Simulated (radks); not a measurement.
Results of a calculation; reference values are marked as such.
Task: Species: the iridium ion Ir35+. Configuration: [Kr] 4d6. Level of theory: Dirac Kohn-Sham, LB94 model potential, spin-unpolarised, spherical densities, finite nucleus; open shells fill j = l - 1/2 first; Fermi nuclear charge, rms radius 5.4032 fm (a radial shooting solver on a logarithmic mesh with Libxc functionals). Some entries of the table are withheld. Estimate them.

| orbital | occ. | eigenvalue (eV) | <r> (bohr) | <r^2> (bohr^2) |
|---|---|---|---|---|
| 1s1/2 | 2 | -77682.42 | 0.01742 | 0.0004186 |
| 2s1/2 | 2 | -14797.76 | (1) | 0.006339 |
| 2p1/2 | 2 | -14249.67 | (2) | (3) |
| 2p3/2 | 4 | -12609.95 | (4) | (5) |
| 3s1/2 | 2 | (6) | 0.1884 | 0.04068 |
| 3p1/2 | 2 | -4317.254 | 0.1785 | 0.03711 |
| 3p3/2 | 4 | -3953.182 | 0.1932 | 0.04323 |
| 3d3/2 | 4 | -3541.823 | 0.1684 | 0.03319 |
| 3d5/2 | 6 | -3462.834 | 0.1729 | 0.03486 |
| 4s1/2 | 2 | -1953.615 | 0.3919 | 0.1729 |
| 4p1/2 | 2 | -1848.128 | 0.3894 | 0.1720 |
| 4p3/2 | 4 | -1740.674 | 0.4136 | 0.1935 |
| 4d3/2 | 4 | -1568.637 | 0.4044 | 0.1873 |
| 4d5/2 | 2 | -1546.004 | 0.4114 | 0.1935 |
| 5s1/2 | 0 | -1087.464 | 0.6879 | 0.5286 |
| 5p1/2 | 0 | -1038.635 | 0.6946 | 0.5414 |
| 5p3/2 | 0 | -994.1418 | 0.7258 | 0.5908 |

Result: 
(1) 2s1/2 <r> (bohr): 0.07285
(2) 2p1/2 <r> (bohr): 0.06003
(3) 2p1/2 <r^2> (bohr^2): 0.004496
(4) 2p3/2 <r> (bohr): 0.06835
(5) 2p3/2 <r^2> (bohr^2): 0.005687
(6) 3s1/2 eigenvalue (eV): -4563.431
